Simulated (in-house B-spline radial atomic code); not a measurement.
Atomic self-consistent-field run: V6+. Level of theory: Dirac-Kohn-Sham PBE, spherical fractional occupations, Fermi nucleus of rms radius 3.6002 fm; calculated with a radial B-spline atomic code at the basis-set limit.

Command:
```bash
python run_scf.py task.json out
```
Settings (nuclear radius in fm, mass in u):
```
Z                23
configuration    [Ne] 3s2 3p5
hamiltonian      dirac
method           pbe,pbe
spin_polarised   False
nucleus          fermi
rms_radius       3.6002
atomic_mass      50.94396
speed_of_light   137.035999084
```

Output (hartree, bohr):
```
 radial grid: 66 intervals, B-splines of order 8, outer radius 10.2985 bohr

 iter        energy (Eh)    residual
    1        -933.754556    4.52e-01
    2        -937.817972    1.89e-01
    3        -938.266490    5.84e-02
    4        -938.319572    1.94e-02
    5        -938.325462    7.52e-03
    6        -938.326251    2.01e-04
    7        -938.326251    9.16e-06
    8        -938.326251    3.51e-08

 total energy                      -938.32625
 kinetic                             948.7145
 electron-nucleus                  -2167.4526
 Hartree                             322.3957
 exchange-correlation                -41.9839

 first-order corrections (not in the total)
   Gaunt                             0.3366
   retardation                      -0.0285
   frequency dependence             -0.0006
   self-energy                       0.2226
   Uehling                          -0.0176
   Wichmann-Kroll                    0.0001
   recoil                            0.0080

 orbital      occ     eigenvalue          <r>       <r^2>       <1/r>       <r^4>     <1/r^3>       r_max    small
 1s1/2      2.000      -201.1716    0.0664419  0.00593714       22.84 9.07255e-05           -     0.04349  6.80e-03
 2s1/2      2.000       -26.2157     0.307536    0.111799     4.81971   0.0219146           -      0.2555  1.20e-03
 2p1/2      2.000       -22.7387     0.271666   0.0909697     4.75394   0.0169627           -      0.2065  1.18e-03
 2p3/2      4.000       -22.4773     0.274415   0.0926803     4.68819   0.0175462     305.367      0.2088  1.17e-03
 3s1/2      2.000        -6.1726     0.888022    0.900682     1.59469     1.24538           -      0.7946  2.92e-04
 3p1/2      1.667        -5.1842     0.912649    0.964761     1.50233      1.4942           -      0.8019  2.66e-04
 3p3/2      3.333        -5.1463      0.91847    0.976827     1.48914     1.53039     44.6419      0.8073  2.64e-04
```

Run time, properties included: 0.65 s on 1 thread of Intel(R) Xeon(R) 6975P-C, with other jobs on the host.

For the Dirac Hamiltonian the kinetic term is c α·p + (β - 1)c².
